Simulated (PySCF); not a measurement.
## Radial density of Pt (platinum, neutral)

wB97M-V, [Xe] 4f14 5d10, closed-shell 1S (an excited configuration). All numbers are calculated (PySCF 2.14, scalar relativity through the core potential, in aug-cc-pVTZ-PP with ECP60MDF (6s6p5d3f2g, 88 functions)). This is the valence pseudo-density: the core potential removes the inner electrons and smooths the orbitals near the nucleus.

```json
{"r (bohr)": "0.150", "4πr²ρ (e/bohr)": "0.0001204"}
{"r (bohr)": "0.253", "4πr²ρ (e/bohr)": "0.004607"}
{"r (bohr)": "0.425", "4πr²ρ (e/bohr)": "0.3978"}
{"r (bohr)": "0.715", "4πr²ρ (e/bohr)": "8.954"}
{"r (bohr)": "1.20", "4πr²ρ (e/bohr)": "14.16"}
{"r (bohr)": "2.02", "4πr²ρ (e/bohr)": "4.269"}
{"r (bohr)": "3.40", "4πr²ρ (e/bohr)": "0.6358"}
{"r (bohr)": "5.72", "4πr²ρ (e/bohr)": "0.03313"}
{"r (bohr)": "9.63", "4πr²ρ (e/bohr)": "0.0001830"}
```

Energies and moments cover only the electrons outside the core potential. Spin-orbit coupling, which splits the p, d and f shells strongly at this Z, is absent.
